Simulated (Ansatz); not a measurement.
Total energies of H8NO2Si2Y (`[NH2][Y]([O][SiH3])[O][SiH3]`).

```xyz
14

N     1.041   -1.322   -2.307
Y     0.274   -0.321   -0.584
O     1.108   -0.776    1.243
Si    1.722   -1.101    2.710
O    -1.270    1.015   -0.855
Si   -2.490    2.075   -1.010
H     0.729   -1.210   -3.265
H     1.788   -2.007   -2.331
H     2.444    0.082    3.260
H     0.642   -1.468    3.672
H     2.685   -2.238    2.650
H    -1.976    3.423   -1.387
H    -3.449    1.636   -2.063
H    -3.247    2.214    0.267
```

Charge 0, multiplicity 1. Correlated methods include outer-core shells of Y, which these sets cover unevenly. Y takes the def2 core potential. All single points use the PBE0-D4/def2-TZVP geometry. It is one conformer, not always the lowest. Basis def2-TZVPP, Ansatz.

RPA on PBE orbitals: Hartree–Fock energy of these orbitals -824.88657 Eh, correlation -1.95695 Eh (frozen core).

```
 functional  energy without D4 (Eh)  D4 term (kJ/mol)
LDA (SPW92)              -823.66881                 –
        PBE              -827.14404             -27.2
       BLYP              -827.60042             -57.2
     r2SCAN              -827.54424              -7.2
       PBE0              -827.19471             -23.5
      B3LYP              -827.75619             -43.7
    r2SCAN0              -827.47766              -8.6
      BHLYP              -827.51444             -38.0
  CAM-B3LYP              -827.60056             -24.4
    LC-ωPBE              -827.40388                 –
    ωB97X-V              -827.50578                 –
    ωB97M-V              -827.49306                 –
     B2PLYP              -827.23125                 –
   PBE-QIDH              -826.95428                 –
```

Task: Give the same for revPBE, B97M-V, r2SCANh, HSE06 (plane-wave form). (Estimate.)

Result: Computed: 
```tsv
functional	energy without D4 (Eh)	D4 term (kJ/mol)
revPBE	-827.51579	-72.1
B97M-V	-827.49680	–
r2SCANh	-827.51687	-7.8
HSE06 (plane-wave form)	-827.16980	-22.3
```

B3LYP takes the VWN-RPA correlation (the form of Gaussian; ORCA's B3LYP/G). HSE06 is the plane-wave form, built on full-range PBE exchange. The double hybrids freeze the cores in their second-order part.

LC-ωPBE has ω = 0.4 bohr⁻¹.
